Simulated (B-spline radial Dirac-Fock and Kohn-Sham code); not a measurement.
**Binding energies of Mo⁵⁺ at several levels of theory**

System: Mo⁵⁺, configuration [Kr] 4d1.

The density-functional columns are spherical, spin-unpolarised Dirac-Kohn-Sham results without Breit or QED terms: −ε is minus the orbital energy of the initial state and ΔSCF the difference of two total energies. The reference in the last column comes from ΔSCF Dirac-Fock with Breit, self-energy and vacuum polarisation, finite nucleus, configuration average. All numbers are from a radial B-spline solver, in eV; a selection of levels is shown. For the 1s level of heavy atoms much of the gap between ΔSCF and the reference is the Breit and QED part, -54.4 eV here; for other levels the error of the functional can be larger.

```
level   LDA −ε  LDA ΔSCF   PBE −ε  PBE ΔSCF  Dirac-Fock
   1s  19851.7   20127.7  19879.1   20156.0     20079.8
   2s   2861.9    2912.5   2865.0    2915.4      2953.6
2p1/2   2640.0    2701.6   2641.0    2702.6      2707.7
2p3/2   2533.6    2592.8   2534.4    2593.6      2602.8
   3s    541.6     561.6    542.7     562.6       587.8
3p1/2    457.1     477.3    457.5     477.6       493.8
3p3/2    439.6     459.4    439.9     459.7       476.0
3d3/2    289.7     310.5    289.4     310.1       310.0
3d5/2    286.4     307.0    286.1     306.6       306.8
   4s    127.5     137.2    127.4     137.1       141.7
4p1/2    102.4     111.6    102.3     111.5       110.7
4p3/2    99.63     108.6    99.53     108.5       107.9
   4d    60.99     68.65    60.80     68.46       67.52
```

Task: Order the estimates of the K (1s) level by their distance from the Dirac-Fock value, nearest first.
A. LDA ΔSCF
B. PBE ΔSCF
C. LDA −ε
D. PBE −ε

Result: A (47.9 eV), B (76.2 eV), D (200.7 eV), C (228.2 eV).

Values without a named source are computed, but for edge energies of neutral atoms, which are taken from tables.
